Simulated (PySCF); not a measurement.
Species: (F)3Hf-S-SiH3 (singlet state).
Bonds: Hf1–F2, Hf1–F3, Hf1–F4, Hf1–S5, S5–Si6. Hydrogens: H7, H8, H9 on Si6.

Theory: PBE0-D3(BJ)/def2-SVP geometry optimisation, gas phase, def2 core potentials past Kr in PySCF 2.14.0.

**Question.** What internal coordinates does the optimisation give?

**Answer.** 
| bond | length (Å) |
| --- | --- |
| Hf1–F2, Hf1–F3, Hf1–F4 | 1.904 |
| Hf1–S5 | 2.452 |
| S5–Si6 | 2.134 |
| Si6–H7, Si6–H8 | 1.487 |
| Si6–H9 | 1.516 |

Bonds in one row agree within 0.01 Å and their mean is given. A selection of angles:
| angle | degrees |
| --- | --- |
| F2–Hf1–F3 | 107.3 |
| F2–Hf1–F4 | 110.9 |
| F2–Hf1–S5 | 113.1 |
| F3–Hf1–S5 | 103.6 |
| Hf1–S5–Si6 | 86.3 |
| S5–Si6–H7 | 112.9 |
| S5–Si6–H9 | 104.2 |
| H7–Si6–H8 | 111.6 |
| H7–Si6–H9 | 107.3 |

Dihedral angles: F2–Hf1–S5–Si6 -64° (synclinal).

Si6 (silicon bonded to S and 3 H) is distorted tetrahedral (angles from 104.2° to 112.9°). Hf1 (hafnium bonded to 3 F and S) is distorted tetrahedral (angles from 103.6° to 113.5°). Of the pairs four or more bonds apart, F4···H9 is among the closest relative to their van der Waals radii: 2.74 Å, 103 % of the sum of Bondi's values.

Point group: Cs (tolerance 0.08 Å). Stationary, but not proved a minimum.
